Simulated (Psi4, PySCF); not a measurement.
Here is a job for PySCF.
```python
from pyscf import gto, scf, cc

mol = gto.M(
    atom='''
O     1.14119970    0.27275617   -0.37828883
C     0.01399973    0.30902939    0.19007090
H    -0.19132679    1.20747699    0.86167798
C    -1.01879722   -0.56413534    0.13347947
H    -1.93523585   -0.39299447    0.68579554
H    -0.97425000   -1.46589618   -0.46246509
''',
    basis='6-31g**',
    charge=-1,
    verbose=4,
)

mf = scf.RHF(mol)
mf.kernel()

mycc = cc.CCSD(mf, frozen=3)
mycc.kernel()
et = mycc.ccsd_t()
print('E(CCSD(T)) = %.10f' % (mycc.e_tot + et))
```

Q: Write the same job for Psi4.

A: This is not unique; one that fits is 
```
memory 2 GB

molecule {
-1 1
O     1.14119970    0.27275617   -0.37828883
C     0.01399973    0.30902939    0.19007090
H    -0.19132679    1.20747699    0.86167798
C    -1.01879722   -0.56413534    0.13347947
H    -1.93523585   -0.39299447    0.68579554
H    -0.97425000   -1.46589618   -0.46246509
}

set {
  basis 6-31g**
  freeze_core true
  mp2_type conv
  scf_type pk
  puream true
  d_convergence 1e-8
}

energy('ccsd(t)')
print_variables()
```

Both were run: PySCF gave -152.777581 Eh and Psi4 -152.777580 Eh, 0.000 mEh apart.
